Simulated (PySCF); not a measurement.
Relaxation of quartet TaFCl

Level of theory: UPBE0 in PySCF with Ta def2-TZVP with ECP60, F def2-TZVP, Cl def2-TZVP; scalar-relativistic core potentials, no spin–orbit coupling; density-fitted integrals. A (50,194) grid was used.

A hand-made linear start, of C∞v symmetry, held to at least that symmetry:

```xyz
3
charge 0 multiplicity 4, angstrom
Ta    0.0000    0.0000   -0.1949
F     0.0000    0.0000   -2.2949
Cl    0.0000    0.0000    2.2551
```

**Question.** What does it relax to?

**Answer.** It ends at C∞v with Ta–Cl 2.306 Å, Ta–F 1.874 Å; Cl–Ta–F 180.0°. A frequency run shows a minimum.

**Question.** How much energy is released, and in how many steps?

**Answer.** 67.8 kJ/mol in 5 steps.

Open d and f shells are described by one determinant, and the ground state may have another occupation or spin. With an element this heavy the missing spin–orbit coupling can shift these numbers.
